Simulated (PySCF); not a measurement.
C₆H₉In, singlet, at a GFN2-xTB geometry (such geometries of metal compounds can be far from the true shape) (all electrons, no relativity), with bond 9-7 at 1.4 times its length; CASCI(2,4)/STO-3G in PySCF.

Input for PySCF:
```python
from pyscf import gto, scf, mcscf
import numpy

mol = gto.Mole()
mol.atom = '''
    In    0.123809    0.010242   -0.135704
    C    -1.836511    0.537033    0.797976
    C    -2.104700    0.220788    2.054244
    H    -2.583095    1.079548    0.221835
    H    -3.041831    0.475404    2.540113
    H    -1.392837   -0.314546    2.671323
    C     0.878834    1.228644   -1.857623
    C     0.248478    2.332662   -2.224442
    H     2.128725    0.799519   -2.615740
    H     0.578375    2.958035   -3.048611
    H    -0.643133    2.674873   -1.710728
    C     1.332187   -1.706679    0.641083
    C     0.779469   -2.670661    1.359333
    H     2.393047   -1.766699    0.404214
    H     1.338214   -3.523910    1.732266
    H    -0.273514   -2.657392    1.614815
'''
mol.basis = 'sto-3g'
mol.charge = 0
mol.spin = 0
mol.verbose = 4
mol.build()

mf = scf.RHF(mol)
mf.kernel()
mc = mcscf.CASCI(mf, 4, 2)
mc.fix_spin_(ss=0.0)
mc.kernel()
occ = numpy.linalg.eigvalsh(mc.fcisolver.make_rdm1(mc.ci, mc.ncas, mc.nelecas))[::-1]
ss = mc.fcisolver.spin_square(mc.ci, mc.ncas, mc.nelecas)[0]
print('natural occupations', occ.round(4), ' <S^2>', round(ss, 4))
```

It wrote (shortened):

```
PySCF version 2.14.0

[INPUT] verbose = 4
[INPUT] num. atoms = 16
[INPUT] num. electrons = 94
[INPUT] charge = 0
[INPUT] spin (= nelec alpha-beta = 2S) = 0
[INPUT] symmetry False subgroup None
[INPUT] Mole.unit = angstrom
[INPUT] Symbol           X                Y                Z      unit          X                Y                Z       unit  Magmom
[...]
nuclear repulsion = 586.917986185917
number of shells = 38
number of NR pGTOs = 198
number of NR cGTOs = 66
basis = sto-3g
ecp = {}

******** <class 'pyscf.scf.hf.RHF'> ********
method = RHF
initial guess = minao
damping factor = 0
level_shift factor = 0
DIIS = <class 'pyscf.scf.diis.CDIIS'>
diis_start_cycle = 1
diis_space = 8
diis_damp = 0
SCF conv_tol = 1e-09
SCF conv_tol_grad = None
SCF max_cycles = 50
direct_scf = True
direct_scf_tol = 1e-13
Set gradient conv threshold to 3.16228e-05
Initial guess from minao.
init E= -5897.52385378034
[...]
cycle= 1 E= -5912.07398320092  delta_E= -14.6  |g|= 0.688  |ddm|= 5.02
[...]
cycle= 2 E= -5912.29521679846  delta_E= -0.221  |g|= 0.302  |ddm|=  1.5
[...]
cycle= 3 E= -5912.32074326831  delta_E= -0.0255  |g|= 0.074  |ddm|= 0.427
[...]
cycle= 4 E= -5912.32342542747  delta_E= -0.00268  |g|= 0.0188  |ddm|= 0.135
[...]
cycle= 5 E= -5912.32359954803  delta_E= -0.000174  |g|= 0.00641  |ddm|= 0.0385
[...]
cycle= 6 E= -5912.32361776774  delta_E= -1.82e-05  |g|= 0.00292  |ddm|= 0.0114
[...]
cycle= 7 E= -5912.32362219396  delta_E= -4.43e-06  |g|= 0.000824  |ddm|= 0.00621
[...]
cycle= 8 E= -5912.32362253803  delta_E= -3.44e-07  |g|= 6.71e-05  |ddm|= 0.00205
[...]
cycle= 9 E= -5912.32362254109  delta_E= -3.05e-09  |g|= 1.51e-05  |ddm|= 0.000171
[...]
cycle= 10 E= -5912.32362254125  delta_E= -1.63e-10  |g|= 4.43e-06  |ddm|= 3.81e-05
[...]
Extra cycle  E= -5912.32362254127  delta_E= -2.27e-11  |g|= 2.09e-06  |ddm|= 9.05e-06
converged SCF energy = -5912.32362254127

******** <class 'pyscf.mcscf.casci.CASCI'> ********
CAS (1e+1e, 4o), ncore = 46, nvir = 16
natorb = False
canonicalization = True
sorting_mo_energy = False
******** <class 'pyscf.fci.addons.SpinPenaltyFCISolver'> ********
max. cycles = 200
conv_tol = 1e-08
davidson only = True
linear dependence = 1e-12
level shift = 0.001
max iter space = 12
nroots = 1
pspace_size = 400
spin = None
Density matrix diagonal elements [1.99662282e+00 8.35921931e-05 3.18130560e-03 1.12277902e-04]
CASCI converged
CASCI E = -5912.32496223537  E(CI) = -0.852841174948480  S^2 = 0.0000000
natural occupations [1.9966e+00 3.2000e-03 1.0000e-04 1.0000e-04]  <S^2> 0.0
```
